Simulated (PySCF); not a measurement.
SMILES CC([SiH2]C=C)C (C₅H₁₂Si), singlet at its GFN2-xTB optimised geometry (Å):

```
18

C     -2.8518    -0.9363     2.3159
C     -2.0272    -1.3232     1.3559
Si    -0.1480    -1.3086     1.4740
C      0.5467    -0.3051     0.0000
C      2.0727    -0.3051     0.0000
C      0.0216     1.1292     0.0000
H     -2.4848    -0.5752     3.2630
H     -3.9264    -0.9597     2.2093
H     -2.4603    -1.6783     0.4270
H      0.3573    -2.6874     1.3939
H      0.2746    -0.6969     2.7395
H      0.2165    -0.7793    -0.9316
H      2.4603    -1.3206    -0.0409
H      2.4546     0.1676     0.9027
H      2.4600     0.2434    -0.8585
H      0.3974     1.6783    -0.8634
H     -1.0661     1.1450    -0.0320
H      0.3427     1.6531     0.8983
```

Method: PBE0/def2-SVP (PySCF). Cells within 0.4 Å of a nucleus heavier than hydrogen are left out (blank, or x).

Map of the LUMO amplitude (bohr^(-3/2)) on the plane z = 1.0 Å; orbital energy -0.10 eV, overall sign arbitrary:

```
|66666666666666666666666666666|
|66666666666666666666666666666|
|66666666666666666666666666666|
|66666666666666666666666666666|
|66666666666666666666666666666|
|66666666666666666666666666666|
|66666666666666666666666666666|
|66666666666666666666666666666|
|66666666666666666666666666666|
|66666666666666666666666666666|
|66666666666666666666666666666|
|66666666655666666666666666666|
|66666666555556666666666666666|
|66666665555555666666666666666|
|66776655444455666666666666666|
|66676654333445667666666666666|
|66666542123345677766666666666|
|66666541013445667666666666666|
|66666653x34556666666666666666|
|66666678877766666666666666666|
|66666789998777655555666666666|
|66666789998876655555566666666|
|66666778888776544555566666666|
|66666777777766554555666666666|
|66666677777666555555666666666|
|66666666666666555556666666666|
|66666666666666655566666666666|
|66666666666666666666666666666|
|66666666666666666666666666666|
```
Scale: ten equal steps from -0.197 (start of '0') to 0.110 (end of '9'), in the order '0123456789'; x runs from -4.50 to 4.50, y from -4.50 (bottom) to 4.50 (top).
